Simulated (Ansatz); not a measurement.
Input for Ansatz (a program for electronic structure): R-r2SCAN/def2-TZVPP on AsBFH3O (SMILES OB(F)[AsH2]), a point of a torsion scan.

Ansatz 0.2 input:
```yaml
crystal:
  periodic: [false, false, false]
  atoms:
    - {symbol: O, position_ang: [-1.52787082, 0.26769854, -0.48354884]}
    - {symbol: B, position_ang: [-0.63410244, -0.40501272, 0.24282139]}
    - {symbol: F, position_ang: [-1.17381009, -1.23720240, 1.13695143]}
    - {symbol: As, position_ang: [1.40365601, -0.36612652, 0.11426944]}
    - {symbol: H, position_ang: [-1.21615491, 0.87957332, -1.14887207]}
    - {symbol: H, position_ang: [1.54220333, 0.05457074, 1.54477458]}
    - {symbol: H, position_ang: [1.43330383, 1.08526111, -0.30575586]}
basis:
  gaussian:
    orbitals: def2-TZVPP
hamiltonian:
  xc: {name: r2SCAN}
scf: {lower_state_search: off}
```

Q: Predict the final total energy.

A: -2437.6939 hartree.
